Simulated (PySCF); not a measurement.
ZnI2, SMILES [I][Zn][I].

Geometry: PBE-D3(BJ)/def2-SVP. The isomer is the one that the SMILES or the coordinates give; other isomers of the formula were not compared. The def2 effective core potentials stand for the cores of I; spin–orbit coupling is left out.

The numbers are results of PySCF 2.14.0 with TDDFT-B3LYP/def2-SVPD, not measurements.

Vertical excitations; the highest root listed may be one member of a degenerate set. The molecule is in vacuum. State labels are in the subgroup D2h.

Problem. List the lowest excited states. (An estimate is asked for; the answer gives what the named calculation found.)

Solution. 
```csv
state,symmetry,energy (eV),λ (nm),f,main pairs
S1,B2g,4.30,289,0.000,HOMO−1→LUMO (degenerate set)
S2,B3g,4.30,289,0.000,HOMO→LUMO (degenerate set)
S3,B3u,4.65,266,0.027,HOMO−2→LUMO (degenerate set)
S4,B2u,4.65,266,0.027,HOMO−3→LUMO (degenerate set)
S5,Au,5.52,224,0.000,"HOMO−1→LUMO+1 50 %, HOMO→LUMO+2 50 %"
S6,B1u,5.56,223,0.000,"HOMO→LUMO+1, HOMO−1→LUMO+2 (degenerate set)"
S7,Au,5.56,223,0.000,"HOMO→LUMO+2, HOMO−1→LUMO+1 (degenerate set)"
S8,B1u,5.61,221,0.007,"HOMO−4→LUMO 42 %, HOMO−1→LUMO+2 29 %, HOMO→LUMO+1 29 %"
S9,B1g,5.83,212,0.000,"HOMO−3→LUMO+2 50 %, HOMO−2→LUMO+1 50 %"
S10,B1g,5.89,210,0.000,"HOMO−2→LUMO+1 50 %, HOMO−3→LUMO+2 50 %"
T1,B2g,4.02,309,0,HOMO−1→LUMO (degenerate set)
T2,B3g,4.02,309,0,HOMO→LUMO (degenerate set)
T3,B3u,4.31,288,0,HOMO−2→LUMO (degenerate set)
T4,B2u,4.31,288,0,HOMO−3→LUMO (degenerate set)
```
Triplets are in the Tamm–Dancoff approximation, which puts them higher than full response would, so one can lie above its singlet here.
